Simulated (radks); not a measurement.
Task: Species: Zn IV. Configuration: [Ar] 3d6 4s1 4p2 (not the ground configuration). All-electron calculation, Dirac Kohn-Sham, LDA (Slater exchange, Perdew-Wang correlation), spin-unpolarised, spherical densities, finite nucleus; open shells fill j = l - 1/2 first; Fermi nuclear charge, rms radius 3.9283 fm. Program: a radial shooting solver on a logarithmic mesh with Libxc functionals.

Spin-orbit splittings of the eigenvalues, e(l+1/2) - e(l-1/2), with zeta = 2 splitting/(2l+1) and mean radii in bohr:

| shell | occ. | splitting (eV) | zeta (eV) | <r> j=l-1/2 | <r> j=l+1/2 |
|---|---|---|---|---|---|
| 2p | 6 | 23.78 | 15.85 | 0.1962 | 0.1996 |
| 3p | 6 | 3.377 | 2.251 | 0.6741 | 0.6831 |
| 3d | 6 | ? | ? | 0.7167 | 0.7199 |
| 4p | 2 | 0.4203 | 0.2802 | 2.009 | 2.029 |

Estimate the 3d splitting.

Result: 0.4892 eV (zeta = 0.1957 eV).
